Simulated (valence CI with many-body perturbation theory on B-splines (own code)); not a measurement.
## Hg XXXII: calculated level list

Computed by valence CI with perturbative core correlation (CI+MBPT): three valence electrons over a frozen Dirac-Fock core [Kr] 4d10, radial functions for each j: 7 s, 7 p, 7 d, 7 f, 4 g, 2 h, with the one-electron correlation potential Σ1 (screened to all orders), the two-electron term Σ2, the three-electron term Σ3, Breit, model QED; selected single and double excitations, second order for the rest, scaled by the run's own slope (own B-spline code, finite nucleus).

No measured spectrum was set against this ion. As an estimate, large intervals hold to a few tenths of a per cent, small ones and those within an open d or f shell to about a per cent. Excitations out of the core, of the other parity, are not computed and may begin above about 189 eV (a cautious bound); beyond it only levels of the ground parity were kept, without lifetimes.

Levels 1 to 45 of 110, with energies above the lowest level, (4f5/2^3) J=9/2. "Leading %" is the weight of the configuration and term that name the level; weights of strongly mixed levels are sums over their largest components and can fall short. In the jj column 3d3/2^4 stands for four electrons in 3d with j = 3/2. Lifetimes count E1, E2, E3, M1 and M2 decay at the calculated energies, and are blank where another channel may lead or the interval is too uncertain; long ones can be off by a factor of two.

| No. | Configuration | Term | J | E (cm⁻¹) | Leading % | g | Lifetime | Leading jj |
| --- | --- | --- | --- | --- | --- | --- | --- | --- |
| 1 | 4f3 | 4I° | 9/2 | 0 | 75 | 0.775 |  | 4f5/2^3 (90 %) |
| 2 | 4f3 | 4I° | 11/2 | 37948 | 92 | 0.971 | 523 μs | 4f5/2^2 4f7/2 (96 %) |
| 3 | 4f3 | 4F° | 3/2 | 42610 | 51 | 0.696 |  | 4f5/2^3 (88 %) |
| 4 | 4f3 | 2G° | 9/2 | 64676 | 35 | 1.008 | 552 μs | 4f5/2^2 4f7/2 (88 %) |
| 5 | 4f3 | 4G° | 5/2 | 64714 | 42 | 0.824 | 10.8 ms | 4f5/2^3 (71 %) |
| 6 | 4f3 | 4I° | 13/2 | 65340 | 80 | 1.072 | 1.34 ms | 4f5/2^2 4f7/2 (56 %) |
| 7 | 4f3 | 4F° | 5/2 | 78160 | 51 | 0.869 | 1.36 ms | 4f5/2^2 4f7/2 (86 %) |
| 8 | 4f3 | 4S° | 3/2 | 78680 | 51 | 1.461 | 1.40 ms | 4f5/2^2 4f7/2 (93 %) |
| 9 | 4f3 | 2G° | 7/2 | 79797 | 49 | 1.033 | 3.03 ms | 4f5/2^2 4f7/2 (95 %) |
| 10 | 4f3 | 4I° | 15/2 | 86121 | 56 | 1.126 | 5.06 ms | 4f5/2^2 4f7/2 (52 %) |
| 11 | 4f3 | 4G° | 7/2 | 94656 | 68 | 1.053 | 983 μs | 4f5/2^2 4f7/2 (88 %) |
| 12 | 4f3 | 2K° | 13/2 | 106740 | 75 | 0.972 | 303 μs | 4f5/2 4f7/2^2 (60 %) |
| 13 | 4f3 | 2H° | 11/2 | 108070 | 52 | 1.102 | 926 μs | 4f5/2^2 4f7/2 (57 %) |
| 14 | 4f3 | 4F° | 9/2 | 108670 | 53 | 1.168 | 690 μs | 4f5/2 4f7/2^2 (70 %) |
| 15 | 4f3 | 4D° | 3/2 | 112360 | 34 | 1.120 | 750 μs | 4f5/2^2 4f7/2 (65 %) |
| 16 | 4f3 | 2P° | 1/2 | 112650 | 52 | 0.338 | 730 μs | 4f5/2^2 4f7/2 (94 %) |
| 17 | 4f3 | 4D° | 5/2 | 117210 | 42 | 1.172 | 673 μs | 4f5/2^2 4f7/2 (86 %) |
| 18 | 4f3 | 4G° | 9/2 | 123270 | 68 | 1.095 | 393 μs | 4f5/2 4f7/2^2 (75 %) |
| 19 | 4f3 | 2G° | 7/2 | 123760 | 48 | 1.028 | 376 μs | 4f5/2 4f7/2^2 (94 %) |
| 20 | 4f3 | 2L° | 15/2 | 125030 | 53 | 1.041 | 494 μs | 4f5/2^2 4f7/2 (45 %) |
| 21 | 4f3 | 2H° | 11/2 | 132050 | 71 | 1.041 | 745 μs | 4f5/2 4f7/2^2 (48 %) |
| 22 | 4f3 | 2D° | 3/2 | 135640 | 38 | 1.164 | 424 μs | 4f5/2 4f7/2^2 (71 %) |
| 23 | 4f3 | 2D° | 5/2 | 143930 | 76 | 1.189 | 434 μs | 4f5/2 4f7/2^2 (91 %) |
| 24 | 4f3 | 4G° | 11/2 | 151390 | 55 | 1.127 | 564 μs | 4f5/2 4f7/2^2 (85 %) |
| 25 | 4f3 | 2H° | 9/2 | 152750 | 58 | 1.035 | 397 μs | 4f5/2 4f7/2^2 (59 %) |
| 26 | 4f3 | 4D° | 1/2 | 156140 | 52 | 0.318 | 635 μs | 4f5/2 4f7/2^2 (94 %) |
| 27 | 4f3 | 4D° | 7/2 | 161270 | 88 | 1.382 | 751 μs | 4f5/2 4f7/2^2 (65 %) |
| 28 | 4f3 | 2I° | 13/2 | 162570 | 92 | 1.062 | 763 μs | 4f5/2 4f7/2^2 (96 %) |
| 29 | 4f3 | 2D° | 3/2 | 165810 | 47 | 1.025 | 230 μs | 4f5/2 4f7/2^2 (83 %) |
| 30 | 4f3 | 2L° | 17/2 | 167420 | 100 | 1.055 | 863 μs | 4f5/2 4f7/2^2 (100 %) |
| 31 | 4f3 | 2K° | 15/2 | 171780 | 53 | 1.029 | 247 μs | 4f7/2^3 (64 %) |
| 32 | 4f3 | 2G° | 9/2 | 174910 | 48 | 1.080 | 252 μs | 4f7/2^3 (75 %) |
| 33 | 4f3 | 2F° | 5/2 | 178420 | 52 | 1.023 | 162 μs | 4f5/2 4f7/2^2 (93 %) |
| 34 | 4f3 | 2D° | 3/2 | 197740 | 52 | 1.045 | 206 μs | 4f7/2^3 (86 %) |
| 35 | 4f3 | 2H° | 11/2 | 200730 | 60 | 1.083 | 216 μs | 4f7/2^3 (78 %) |
| 36 | 4f3 | 2F° | 7/2 | 209150 | 81 | 1.134 | 280 μs | 4f5/2 4f7/2^2 (61 %) |
| 37 | 4f3 | 2G° | 9/2 | 216820 | 86 | 1.084 | 422 μs | 4f5/2 4f7/2^2 (78 %) |
| 38 | 4f3 | 2G° | 7/2 | 217720 | 78 | 0.944 | 580 μs | 4f5/2^2 4f7/2 (48 %) |
| 39 | 4f3 | 2D° | 5/2 | 219510 | 60 | 1.121 | 184 μs | 4f7/2^3 (76 %) |
| 40 | 4f3 | 2F° | 7/2 | 294190 | 82 | 1.115 | 102 μs | 4f7/2^3 (59 %) |
| 41 | 4f3 | 2F° | 5/2 | 299680 | 98 | 0.860 |  | 4f5/2 4f7/2^2 (80 %) |
| 42 | 4f2.5p | 4I° | 9/2 | 2003000 | 58 | 0.815 |  | 4f5/2^2 5p1/2 (99 %) |
| 43 | 4f2.5p | 2G° | 7/2 | 2014100 | 40 | 0.836 |  | 4f5/2^2 5p1/2 (98 %) |
| 44 | 4f2.5p | 4G° | 5/2 | 2028900 | 59 | 0.716 |  | 4f5/2^2 5p1/2 (92 %) |
| 45 | 4f2.5p | 2D° | 3/2 | 2034500 | 44 | 0.751 |  | 4f5/2^2 5p1/2 (90 %) |

Where two levels of one J and parity lie close, their mixing, g and order are uncertain.

The ionisation energy to 4f2 3H_4 of the next ion comes out as 1148.8 eV (NIST: 1160 ± 60 eV (theoretical)). All 110 levels together are meant to be complete up to 1523800 cm⁻¹.
